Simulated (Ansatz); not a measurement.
`C[Si](O)(O)Br` + ethane → `C[Si](C)(O)O` + `CBr`  (formal exchange of groups at the Si–Br bond)

Isolated molecules relaxed with PBE0-D4/def2-TZVP in Ansatz; ΔE leaves out vibrations. CCSD(T)/CBS is the MP2 limit (def2-TZVPP, def2-QZVPP) plus CCSD(T) − MP2 in def2-TZVPP, frozen cores. This one scheme is used for every species. DFT in def2-TZVPP. B3LYP here is the variant with VWN-RPA as its local correlation; programs differ in this. HSE06 is defined as in plane-wave codes. For Br outer-core shells are correlated without core-valence functions, which leaves a few kJ/mol of doubt a bond. Scalar relativity is left out up to krypton. One conformer a species, not always the lowest.

```
             level  ΔE (kcal/mol)  difference from CCSD(T)/CBS
       LDA (SPW92)           30.0                          0.3
            PBE-D4           29.0                         -0.7
         revPBE-D4           28.8                         -0.9
           BLYP-D4           28.2                         -1.5
         r2SCAN-D4           30.1                          0.4
            B97M-V           30.2                          0.5
           PBE0-D4           30.0                          0.3
          B3LYP-D4           29.2                         -0.5
        r2SCANh-D4           30.3                          0.6
        r2SCAN0-D4           30.7                          1.0
          HSE06-D4           30.0                          0.3
          BHLYP-D4           30.6                          0.9
      CAM-B3LYP-D4           29.4                         -0.3
           ωB97X-V           29.4                         -0.3
           ωB97M-V           29.6                         -0.1
            B2PLYP           29.2                         -0.5
          PBE-QIDH           30.6                          0.9
               PBE           28.8                         -0.9
            revPBE           28.4                         -1.3
            r2SCAN           30.1                          0.4
             B3LYP           28.8                         -0.9
           r2SCANh           30.3                          0.6
             HSE06           29.9                          0.2
             BHLYP           30.0                          0.3
         CAM-B3LYP           29.2                         -0.5
           LC-ωPBE           29.8                          0.1
RPA@PBE/def2-TZVPP           27.1                         -2.6
       HF/def2-SVP           32.7                          3.0
      MP2/def2-SVP           33.7                          4.0
     CCSD/def2-SVP           32.6                          2.9
  CCSD(T)/def2-SVP           32.4                          2.7
     HF/def2-TZVPP           31.0                          1.3
    MP2/def2-TZVPP           30.0                          0.3
   CCSD/def2-TZVPP           28.9                         -0.8
CCSD(T)/def2-TZVPP           28.7                         -1.0
     HF/def2-QZVPP           30.9                          1.2
SCS-MP2/def2-QZVPP           29.8                          0.1
      HF/CBS(def2)           30.9                          1.2
     MP2/CBS(def2)           31.1                          1.4
    CCSD/CBS(def2)           30.0                          0.3
       CCSD(T)/CBS           29.7                            0
```

Largest T1 diagnostic among the species: 0.010.

From BLYP to BHLYP (50 % exact exchange), in def2-TZVPP and without D4, ΔE moves by +2.3 kcal/mol. Leaving LDA and LC-ωPBE aside and taking each functional with its dispersion term where it has one, the values spread over 2.5 kcal/mol, from BLYP-D4 to r2SCAN0-D4. LDA lies +1.2 kcal/mol from PBE without D4. At CCSD(T), def2-SVP lies +2.7 kcal/mol from the extrapolated value and def2-TZVPP −1.0 kcal/mol.
